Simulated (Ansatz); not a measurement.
Correlation energies of `[SiH3]CSSS` by basis set

```xyz
11

Si   -1.1529    0.4681    1.1763
C    -0.2332    0.8792   -0.4145
S     1.5693    0.8923   -0.2259
S     2.0421   -1.0495    0.1142
S     2.1191   -1.9902   -1.7127
H    -0.8346    1.5028    2.1921
H    -2.6179    0.4696    0.9113
H    -0.7553   -0.8679    1.6822
H    -0.5006    0.2247   -1.2479
H    -0.4825    1.9002   -0.7232
H     0.8465   -2.4294   -1.7517
```

The species carries charge 0 and has multiplicity 1. The structure was optimised at the PBE0-D4/def2-TZVP level. It is one conformer, not always the lowest. Frozen core, restricted reference, the Gaussian-basis code of Ansatz. CBS rows extrapolate triple and quadruple zeta; past MP2 they add the triple-zeta difference.

```csv
basis,HF (Eh),MP2 corr.,CCSD corr.,(T),CCSD(T) total
def2-TZVPP,-1522.94813,-0.83145,-0.90366,-0.04340,-1523.89519
def2-QZVPP,-1522.99342,-0.90122,–,–,–
CBS(def2),-1522.99966,-0.95290,-1.02512,as TZ,-1524.06818
```
